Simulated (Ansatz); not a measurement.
Frontier orbitals of GaH3O, SMILES `[OH][GaH2]`.

```xyz
5

O     0.586   -0.780    0.822
Ga   -0.278    0.120   -0.459
H     0.905   -0.230    1.540
H    -0.420    1.668   -0.282
H    -0.793   -0.778   -1.620
```

The species carries charge 0 and has multiplicity 1. Correlated methods include outer-core shells of Ga, which these sets cover unevenly. Scalar relativity is left out up to krypton. All single points use the PBE0-D4/def2-TZVP geometry. Basis def2-TZVPP, Ansatz 0.2.0.

A caution on the coupled-cluster cation, which keeps the state that its UHF reference found: it lies well above the hybrids' cation and may not be the lowest state.

(1) Compute the vertical ionisation energy as the energy of the cation minus that of the neutral molecule, at each level. (Estimate.)

## Answers

(1) The calculation gave: 
| level | IE (eV) | difference from CCSD(T)/def2-TZVPP |
| --- | --- | --- |
| PBE-D4/def2-TZVPP | 10.67 | -0.94 |
| r2SCAN-D4/def2-TZVPP | 10.81 | -0.79 |
| PBE0-D4/def2-TZVPP | 10.98 | -0.62 |
| B3LYP-D4/def2-TZVPP | 11.02 | -0.58 |
| ωB97X-V/def2-TZVPP | 11.28 | -0.33 |
| ωB97M-V/def2-TZVPP | 11.22 | -0.38 |
| B2PLYP/def2-TZVPP | 11.65 | 0.05 |
| HF/def2-TZVPP | 9.83 | -1.77 |
| MP2/def2-TZVPP | 11.85 | 0.24 |
| CCSD/def2-TZVPP | 11.47 | -0.13 |
| CCSD(T)/def2-TZVPP | 11.60 | 0.00 |
| HF/def2-QZVPP | 9.82 | -1.78 |
| MP2/def2-QZVPP | 11.93 | 0.33 |
| CCSD/def2-QZVPP | 11.54 | -0.07 |
| CCSD(T)/def2-QZVPP | 11.69 | 0.08 |

B3LYP here is the variant with VWN-RPA as its local correlation; programs differ in this.
